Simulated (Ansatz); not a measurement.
`F[SiH2]S[SiH](F)F` → `F[SiH](F)S` + `F[SiH]` at 700 K and 1 bar (silylene formation by 1,1-elimination).

Computed with Ansatz on PBE0-D4/def2-TZVP structures; ΔE is electronic, products minus reactants. CCSD(T)/CBS adds triple-zeta CCSD(T) − MP2 to the extrapolated MP2 energy (def2 sets, frozen cores). This one scheme is used for every species. Each species was taken in one conformer, which may not be the lowest.

```csv
species,CCSD(T)/CBS energy (Eh),H − E (kJ/mol),S (J/(mol·K))
`F[SiH2]S[SiH](F)F`,-1277.37540,184.3,514.3
`F[SiH](F)S`,-887.80771,120.0,395.4
`F[SiH]`,-389.46371,50.0,276.0
```

H − E and S are ideal-gas, rigid-rotor, harmonic terms from PBE0-D4/def2-TZVP, for one conformer and one mirror image of each species. 1 Eh = 2625.50 kJ/mol, R = 8.31446 J/(mol·K).

Task: By hand: ΔE, ΔH, ΔS and ΔG.

Result: ΔE = (-887.80771) + (-389.46371) − (-1277.37540) = 0.10398 Eh = 273.0 kJ/mol. Δ(H − E) = 120.0 + 50.0 − 184.3 = -14.3, so ΔH = 258.7 kJ/mol. ΔS = 395.4 + 276.0 − 514.3 = 157.1 J/(mol·K). ΔG = 258.7 − 700 × (157.1)/1000 = 148.7 kJ/mol.

Task: By hand: the equilibrium constant, and the temperature at which ΔG would vanish if ΔH and ΔS stayed fixed.

Result: log₁₀ K = −ΔG/(RT ln 10) = -11.1. ΔG = 0 at ΔH/ΔS = 1647 K.

The number of gas molecules changes by +1, which sets the sign of ΔS. A doubt of 5 kJ/mol in ΔE shifts log₁₀ K by 0.4 here. Other conformers and mirror images would add mixing entropy, several J/(mol·K) or more a flexible species. Modes under 60 cm⁻¹, often nearly free rotors, make the harmonic entropy too high. These are equilibria of isolated gas molecules and say nothing of rates. Largest T1 diagnostic: 0.015 (customary marks: 0.02 for closed shells, 0.045 for open ones).
